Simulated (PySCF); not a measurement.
NMR data simulated for an unnamed compound:

¹H NMR (400 MHz, computed): δ 7.66 (m, 2H), 7.55 (m, 2H), 7.52 (m, 1H), 1.62 (m, 3H).

¹³C{¹H} NMR (computed): δ 145.7 (C), 134.9 (CH), 133.8 (CH), 130.5 (CH), 123.9 (C), 30.7 (CH3).

[PySCF 2.14: geometry: PBE0-D3(BJ)/def2-SVP; shielding tensors at PBE0/pcSseg-1 (GIAO); averaged over atoms made equivalent by symmetry, fast rotation or ring inversion; no solvent; one computed conformer; non-relativistic]

Referencing at the same level of theory: ¹H (31.27 ppm) and ¹³C (184.41 ppm) vs TMS.

Which of these does the molecule contain: a Si–H bond, a CF3 group, a methoxy group, a benzene ring?

## Answers


- A Si–H bond: no.
- A CF3 group: no.
- A methoxy group: no.
- A benzene ring: yes.

The data belong to `CC(F)(F)c1ccccc1`, C$_{8}$H$_{8}$F$_{2}$; they needn't prove each group on their own.

Carbon signals by region: 5 in the sp2 and nitrile region (100–160 ppm), 1 below 50 ppm.

Splittings by ¹⁹F in the carbon and heteronuclear signals aren't shown, as no couplings were computed. Shifts are as computed. Against solution values, carbons near 30 ppm lie about +2 ppm off and those near 130 ppm about +5 ppm. Of 1211 compounds with measured shifts, 218 miss one by over three times the rms of a fit or turn the order of signals round; such compounds aren't used in these exercises. No couplings were computed; multiplicities are counted from neighbouring protons, with m where these are inequivalent, close in shift, in a saturated or five-membered ring or joined by F or P, and br s for small geminal =CH2 splittings.
